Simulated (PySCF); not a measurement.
Structure problem from calculated spectra and properties.

Elements present: B, C, H, O and S. Monoisotopic mass: 132.0416 u.

* Valence photoelectron: vertical ionisation energy: 8.92 eV [ΔSCF CAM-B3LYP/def2-SVPD]
* 13C NMR: chemical shifts (computed TMS as zero) by class: 82.1 (1 C), 61.9 (1 C), 35.1 (1 C), 17.8 (1 C) ppm [GIAO PBE/pcSseg-1]
* Rotational structure: rotational constants A, B, C: 3.182, 1.321, 1.135 GHz [PBE0-D3(BJ)/def2-SVP]
* UV, strongest line: among the 10 lowest singlet transitions: S8 at 7.85 eV (158 nm, f = 0.084) [TDDFT CAM-B3LYP/def2-SVPD]
* NMR, other nuclei: isotropic shieldings of nuclei other than C and H, by class: 73 (1 B), 160 (1 O), 184 (1 O), 428 (1 S) ppm [GIAO PBE/pcSseg-1]
* Polarisability: 86.2 au [CAM-B3LYP/def2-SVPD]
* Triplet: lowest triplet excitation (Tamm–Dancoff): 5.09 eV [TDA CAM-B3LYP/def2-SVPD]

The electronic properties come from PySCF, for the isolated species, density fitting. Levels stand in brackets. One conformer (not necessarily the lowest) at the PBE0-D3(BJ)/def2-SVP geometry, without solvent, vibrations or thermal averaging. NMR values are class means; diastereotopic atoms form classes of their own.

Task: Which formula fits the mass and the elements?

Result: C4H9BO2S (calculated 132.0416). No other formula that holds each of these elements comes within 0.0003 u with a fitting electron parity and a possible valence count.

Task: What is the compound? Reason from the data.

Result: Numbering: `[CH3:1][S:2][C@@H:3]1[CH2:4][CH2:5][O:6][BH:7][O:8]1`. 4 carbons fall into 4 classes; from least to most shielded: ring sp3 carbon bound to oxygen [C3] (82.1 ppm), ring sp3 carbon bound to oxygen [C5] (61.9 ppm), ring CH2 carbon [C4] (35.1 ppm), S-methyl carbon [C1] (17.8 ppm). The other shieldings belong to: 73 ppm, three-coordinate boron [B7]; 160 ppm, boron-bound oxygen [O8]; 184 ppm, boron-bound oxygen [O6]; 428 ppm, sulfide sulfur [S2]. The first electron is taken from the HOMO, whose largest Löwdin shares are 0.69 on the sulfide sulfur, 0.10 on the S-methyl carbon and 0.07 on an sp3 carbon bound to oxygen. The optimised geometry has point group C1 and is an asymmetric top. Structure: `C1C[C@@H](SC)OBO1`. Computed isomers that give other values at the same levels: `COB(OC)C(C)=S` (static isotropic polarisability: 92.0 au). The assignments are read from this structure; whether some other isomer fits the data as well wasn't checked. The mirror image fits equally.
